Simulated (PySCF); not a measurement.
## Substituent chemical shifts

Parent skeleton `[NH2:1][CH2:2][CH2:3][NH2:4]`; one hydrogen on atom 1 is replaced by X. Hydrogens on one atom are averaged.

Theoretical values (PySCF 2.14.0 with density-fitted response routines): coordinates at the GFN2-xTB level, NMR shieldings at PBE0/pcSseg-1/GIAO. Equivalent nuclei averaged, non-relativistic, isolated molecule, single conformer.

References, each an isolated molecule treated in the same way: 15N (267.73 ppm) against NH3; 13C (186.93 ppm) and 1H (31.72 ppm) vs TMS.

Parent (X = H): N1 36.1, C2 56.2, C3 56.2, N4 36.1, H(C2) 2.51, H(C3) 2.51 ppm. Effects are Δδ = δ(X) − δ(H), positive for deshielding.

(1) Order these by the shift of N1, most shielded first.
A. X = iPr
B. X = Ph
C. X = nPr

(2) Order these by the shift of H(C3), most shielded first.
A. X = iPr
B. X = nPr
C. X = Ph

Answers

(1) C (+4.7 ppm), A (+38.4 ppm), B (+53.9 ppm).

(2) A (+0.20 ppm), B (+0.63 ppm), C (+0.81 ppm).

Experimental scales use liquid or dissolved standards, which lie at an offset from isolated NH3 (liquid NH3: subtract about 20 ppm).
